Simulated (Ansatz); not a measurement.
The cluster Cu2H2⁺. Total charge 1; doublet. Geometry r2SCAN-D4/def2-TZVP; atoms count from 1.

```xyz
4

Cu    0.276   -1.062   -0.339
Cu   -0.276    1.061    0.339
H    -1.115   -0.363    0.233
H     1.115    0.364   -0.233
```

The structure comes from a short search, and lower isomers may exist.

Problem. Estimate the Mulliken populations from the PBE0/def2-TZVP orbitals of Ansatz.

Solution. 
| atom | charge (e) | spin (α − β) | d electrons |
| --- | --- | --- | --- |
| Cu1 | 0.43 | 0.18 | 9.79 |
| Cu2 | 0.43 | 0.18 | 9.79 |
| H3 | 0.07 | 0.32 | – |
| H4 | 0.07 | 0.32 | – |
Mulliken values depend strongly on the basis.

Problem. Where does the spin sit?

Solution. Summed by element: Cu 0.35, H 0.65, of 1 unpaired in all. Largest on single atoms: H4 0.32, H3 0.32, Cu2 0.18.

Problem. And the Mayer bond orders between heavy atoms (over 0.3)?

Solution. Cu1–Cu2 0.60 (2.30 Å).
